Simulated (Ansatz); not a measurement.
Energy profile

The step: Si₃NH₈Cl ([SiH3][N]([SiH3])[SiH2][Cl]) + HF → Si₃NH₈F ([F][SiH2][N]([SiH3])[SiH3]) + HCl; bonds formed: Si1–F7, Cl2–H6; bonds broken: Si1–Cl2, H6–F7 (atoms numbered as in the saddle structure below).

```
15
angstrom
Si 0.6436 1.1311 0.4836
Cl 3.0080 1.6454 0.9714
N -0.3424 -0.0924 -0.2074
Si -1.1956 -1.2835 0.7472
Si -0.5577 -0.1373 -1.9401
H 2.3353 0.4062 1.6542
F 1.3869 -0.1677 1.6802
H 0.0465 1.8908 1.5928
H 0.9051 1.9697 -0.7087
H -1.3773 -0.7561 2.1218
H -0.4671 -2.5760 0.7978
H -2.5246 -1.5106 0.1223
H -0.9330 -1.5295 -2.3036
H 0.7092 0.2318 -2.6189
H -1.6369 0.7782 -2.3927
```

Electronic energies by CCSD(T) at an estimated basis limit (MP2 extrapolated from triple and quadruple zeta, plus CCSD(T) − MP2 in triple zeta), on PBE0-D4/def2-TZVP structures; Si3NH9ClF, closed shell; no counterpoise correction. Ansatz 0.2.0; basis: def2-TZVPP and def2-QZVPP; cores frozen in the correlated methods. Extrapolation: Hartree–Fock as exp(−7.88 √X), correlation as X^−2.97.

Q: Give the profile in eV, counted from the separated reactants. (To be estimated.)

A: The calculation gives:
```tsv
point	eV
separated: Si3NH8Cl (linked as [SiH3][N]([SiH3])[SiH2][Cl]; Si1, Cl2, N3, Si4, Si5, H8, H9, H10, H11, H12, H13, H14, H15; singlet) + HF (H6, F7; singlet)	0.000
start structure	-0.183
saddle	1.150
end structure	-0.592
separated: Si3NH8F (linked as [F][SiH2][N]([SiH3])[SiH3]; Si1, N3, Si4, Si5, F7, H8, H9, H10, H11, H12, H13, H14, H15; singlet) + HCl (Cl2, H6; singlet)	-0.415
```

The T1 diagnostic stays at or below 0.012.

For scale, one of the runs: CCSD(T)/def2-TZVPP, 356 basis functions, launched by `ansatz run in.yaml --threads 4 --pin off --events-out ev --progress --plain --max-ram 66560MiB --backend cuda --devices 0, --max-vram 37GiB`. The run took 19 s on 4 CPU threads of an AMD EPYC 7R13 and a share of one NVIDIA H100 (shared host), with 0.86 GiB of host memory at its peak.
